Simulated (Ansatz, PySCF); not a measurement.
This triplet is an excited state, 0.59 eV above the relaxed singlet at the level composite: frozen-core CCSD(T) with HF/cc-pVQZ and the correlation energy extrapolated as X^-3 from cc-pVTZ and cc-pVQZ, plus CCSDT(Q) minus CCSD(T) in cc-pVDZ // PBE0-D3(BJ)/def2-TZVP (Ansatz, a quantum-chemistry and plane-wave program).

## H$_{4}$Si$_{2}$, SMILES `[SiH][SiH3]` (excited triplet) (charge 0, multiplicity 3)

Calculation: PBE0-D3(BJ)/def2-TZVP run with PySCF.

| Item | Result |
|---|---|
| highest occupied spin orbital | -5.79 eV |
| dipole moment | 0.16 D |
| total energy | -581.0609 Ha |
| cost | roughly 40 core-seconds |

```xyz
6

Si     1.5521     0.6297     0.0389
Si    -0.6801     0.0195    -0.0361
H      2.6514    -0.3717     0.1603
H     -1.0913    -0.6947     1.2038
H     -1.4665     1.2732    -0.1610
H     -0.9657    -0.8560    -1.2059
```
Charge 0, spin multiplicity 3.
